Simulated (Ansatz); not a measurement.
A geometry relaxed with B3LYP-D3(BJ)/def2-SVP in Ansatz (an electronic-structure program), charge 0, multiplicity 1:

```xyz
29

H     -2.6471    -1.0964    -1.2196
C     -1.7729    -1.3792    -1.8287
H      0.1877    -0.6166    -2.3888
C      1.4417     1.2299    -0.0915
C     -1.3876     0.7186     1.0760
H      1.9310     3.3041    -0.6426
H     -2.2045    -0.0236     1.1240
C     -0.6632    -0.3220    -1.7482
H     -0.5544     0.2589     3.0532
H      0.6334     2.5852    -1.6163
H     -0.1697     1.8895     2.4749
H     -2.1300    -1.5284    -2.8611
H      2.5681    -1.7477    -0.2174
H     -1.8133     1.5915     0.5487
H      0.3084     3.1026     0.0474
H      1.9958    -3.3012     0.4210
H     -1.4258    -2.3582    -1.4594
C     -0.9579     1.1189     2.4939
H     -0.2681    -2.2787     0.9260
C      1.6688    -2.3665    -0.0638
H      1.8937     1.3038     0.9141
H      1.0029    -1.4063     1.7721
H      1.2871    -2.6339    -1.0629
H     -1.7968     1.5255     3.0827
H      2.2259     0.7928    -0.7354
Si     0.0000     0.0000     0.0000
C      1.0620     2.6267    -0.6015
H     -1.0243     0.6371    -2.1608
C      0.6090    -1.6264     0.7637
```

Q: Write the SMILES of this molecule.

A: `CC[Si](CC)(CC)CC`
